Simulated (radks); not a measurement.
All-electron atom: the molybdenum ion Mo3+ in [Kr] 4d2.5 5p0.5 (fractional occupations, a model configuration). Calculated with a radial shooting solver on a logarithmic mesh with Libxc functionals: scalar-relativistic Kohn-Sham, PBE, spin-polarised, spherical densities, point nucleus; open shells are filled with parallel spins first (spin-orbit coupling, left out, can overturn this in heavy ions).

Radial electron density D(r) = 4 pi r^2 rho(r):

| r (bohr) | D(r) (e/bohr) | spin D(r) |
|---|---|---|
| 0.001377 | 1.480 | -0.0000396 |
| 0.001836 | 2.463 | -0.0000658 |
| 0.002429 | 3.993 | -0.000106 |
| 0.00324 | 6.453 | -0.000171 |
| 0.004322 | 10.19 | -0.000268 |
| 0.005718 | 15.45 | -0.000400 |
| 0.007626 | 22.77 | -0.000574 |
| 0.01017 | 31.84 | -0.000764 |
| 0.01357 | 41.55 | -0.000902 |
| 0.01795 | 49.43 | -0.000863 |
| 0.02394 | 53.10 | -0.000452 |
| 0.03193 | 50.94 | 0.000571 |
| 0.04225 | 46.18 | 0.00252 |
| 0.05635 | 45.91 | 0.00698 |
| 0.07516 | 54.87 | 0.0197 |
| 0.1002 | 64.97 | 0.0568 |
| 0.1326 | 61.51 | 0.141 |
| 0.1769 | 46.32 | 0.287 |
| 0.2359 | 41.40 | 0.422 |
| 0.3122 | 49.16 | 0.386 |
| 0.4164 | 44.52 | 0.130 |
| 0.5554 | 24.15 | 0.000315 |
| 0.7407 | 12.15 | 0.485 |
| 0.9801 | 11.39 | 1.41 |
| 1.307 | 8.794 | 1.88 |
| 1.743 | 3.843 | 1.44 |
| 2.307 | 1.191 | 0.787 |
| 3.077 | 0.3766 | 0.351 |
| 4.104 | 0.1110 | 0.111 |
| 5.473 | 0.01613 | 0.0161 |
| 7.242 | 0.0007606 | 0.000761 |

D(r) has 4 maxima, at r = 0.0247, 0.109, 0.341, 0.964 bohr, and minima at 0.0496, 0.220, 0.855 bohr, inside which lie 2.03, 11.08, 29.41 electrons.
